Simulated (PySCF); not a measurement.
BH3O3. Atoms are numbered in the order given.

```xyz
7

O     -0.6153    -1.2379     0.0000
B     -0.0330    -0.0107     0.0000
O      1.3396     0.0596     0.0000
O     -0.8693     1.0684     0.0000
H      0.0484    -1.9332     0.0000
H      1.7062     0.9462     0.0000
H     -0.4297     1.9203     0.0000
```
Charge 0, spin multiplicity 1.

Geometry: PBE0-D3(BJ)/def2-SVP. One conformer was computed; it need not be the lowest.

Computed with B3LYP/pcSseg-2 in PySCF.

GIAO shieldings, no solvent; atoms listed in one row are averaged. δ = σ(ref) − σ: ¹⁷O against H2O (σ = 325.5 ppm); ¹¹B against BF3 (σ = 86.3 ppm); ¹H against TMS (σ = 31.68 ppm), references at their B3LYP-D3(BJ)/def2-TZVP geometries, non-relativistic.

Computed chemical shifts:
| nucleus | atoms | count | δ (ppm) |
|---|---|---|---|
| ¹⁷O | O3 | 1 | 82.0 |
| ¹⁷O | O4 | 1 | 79.9 |
| ¹⁷O | O1 | 1 | 76.8 |
| ¹¹B | B2 | 1 | 8.4 |
| ¹H | H5 | 1 | 2.95 |
| ¹H | H6 | 1 | 2.31 |
| ¹H | H7 | 1 | 2.16 |
